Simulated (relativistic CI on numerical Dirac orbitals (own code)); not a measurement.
# Spin-allowed bands of a d3 ion in an octahedral site, by hand

Problem. Take Δ = 20200 cm⁻¹ and B = 770 cm⁻¹ for a d3 ion in an octahedral site. Calculate the three spin-allowed bands.

Working.
1. The terms of highest spin are 4F (energy 0) and 4P (15B = 11550 cm⁻¹). Here the F term splits into A2 at −1.2Δ = -24240, T2 at −0.2Δ = -4040 and T1 at +0.6Δ = 12120 cm⁻¹.
2. The two T1 states mix through the element 0.4Δ: H = [[12120, 8080], [8080, 11550]], with roots ½(H₁₁ + H₂₂) ∓ ½√[(H₂₂ − H₁₁)² + 4H₁₂²] = ½(23670) ∓ ½(16170) = 3750 and 19920 cm⁻¹.
3. The ground term is 4A2 at -24240 cm⁻¹.
4. Bands: 4T2 20200 cm⁻¹ (495 nm), 4T1(F) 27990 cm⁻¹ (357 nm), 4T1(P) 44160 cm⁻¹ (226 nm).

Check. Exact diagonalisation of the whole d3 shell with these parameters gives 4T2 20200, 4T1 27990, 4T1 44160 cm⁻¹. The match is exact, since without spin-orbit coupling no other term has this spin. The ratio of the second band to the first, 1.386, depends on Δ/B = 26.2 alone, which is how a Tanabe-Sugano diagram is read.
